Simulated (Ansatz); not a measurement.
Lin (charge -1): PBE/def2-TZVPD single points in Ansatz on relaxed structures, gas phase. Each cluster is the lowest isomer that a short search found in that spin, judged at the geometry's level, and lower ones may exist. The structures are stationary points that may keep the symmetry of their start. Remarks come from the PBE and PBE0 runs and from stability tests at other levels; not every state was tested. A HOMO above zero means that the electron is unbound at that level and held by the basis, or that self-interaction error raises the level; the energy of removing that electron tells which.

```
species  atoms    state           geometry  HOMO (eV)  vertical IE (eV)  point group (within 0.1 Å)                                                                               remarks
   Li7⁻      7  singlet     PBE/def2-TZVPD       0.33              1.07                         D5h                         HOMO above zero at PBE or PBE0, restricted SCF unstable in HF
   Li9⁻      9  singlet  r2SCAN/def2-TZVPD      -0.09              1.39                          Cs  restricted SCF unstable in HF, spin-contaminated (⟨S²⟩ up to 0.89) (neutral doublet)
  Li11⁻     11  singlet    B3LYP/def2-SVPD      -0.02              1.25                          C2  restricted SCF unstable in HF, spin-contaminated (⟨S²⟩ up to 0.83) (neutral doublet)
```

The vertical IE (eV) runs from 1.07 (Li7⁻) to 1.39 (Li9⁻).
